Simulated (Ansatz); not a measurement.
One change: `[SeH][Hf]([SeH])([SeH])[SeH]` becomes `[SeH][Ti]([SeH])([SeH])[SeH]`.

Ansatz, PBE0-D4/def2-TZVP geometries, multiplicity 1. Each molecule was computed in one conformer, which needn't be the lowest.

Elements past krypton have def2 core potentials. Scalar relativity is left out up to krypton.

```json
{"property": "LUMO energy (PBE0/def2-TZVPP) / eV", "`[SeH][Hf]([SeH])([SeH])[SeH]`": "-2.23"}
{"property": "HOMO energy (ωB97M-V/def2-TZVPP) / eV", "`[SeH][Hf]([SeH])([SeH])[SeH]`": "-9.58"}
{"property": "zero-point energy (PBE0-D4/def2-TZVP) / kJ/mol", "`[SeH][Hf]([SeH])([SeH])[SeH]`": "78.4"}
{"property": "HOMO energy (B3LYP/def2-TZVPP) / eV", "`[SeH][Hf]([SeH])([SeH])[SeH]`": "-7.23"}
{"property": "HOMO–LUMO gap (PBE0/def2-TZVPP) / eV", "`[SeH][Hf]([SeH])([SeH])[SeH]`": "5.25"}
{"property": "LUMO energy (B3LYP/def2-TZVPP) / eV", "`[SeH][Hf]([SeH])([SeH])[SeH]`": "-2.39"}
```

Q: What does the change do to each property? (An estimate is asked.)

A: Computed: 
| property | `[SeH][Ti]([SeH])([SeH])[SeH]` | shift |
| --- | --- | --- |
| LUMO energy (PBE0/def2-TZVPP) / eV | -3.07 | -0.84 |
| HOMO energy (ωB97M-V/def2-TZVPP) / eV | -9.47 | 0.11 |
| zero-point energy (PBE0-D4/def2-TZVP) / kJ/mol | 81.4 | 3.0 |
| HOMO energy (B3LYP/def2-TZVPP) / eV | -7.14 | 0.09 |
| HOMO–LUMO gap (PBE0/def2-TZVPP) / eV | 4.32 | -0.93 |
| LUMO energy (B3LYP/def2-TZVPP) / eV | -3.26 | -0.87 |

With PBE0 the HOMO rises by 0.09 eV and the LUMO falls by 0.84 eV, so the gap narrows by about 0.93 eV. PBE moves the HOMO by 0.08 eV and ωB97M-V by 0.11 eV.

B3LYP here is the variant with VWN-RPA as its local correlation; programs differ in this.

Spin–orbit coupling is left out; it splits and shifts lone-pair levels of the heavy atoms by tenths of an eV.
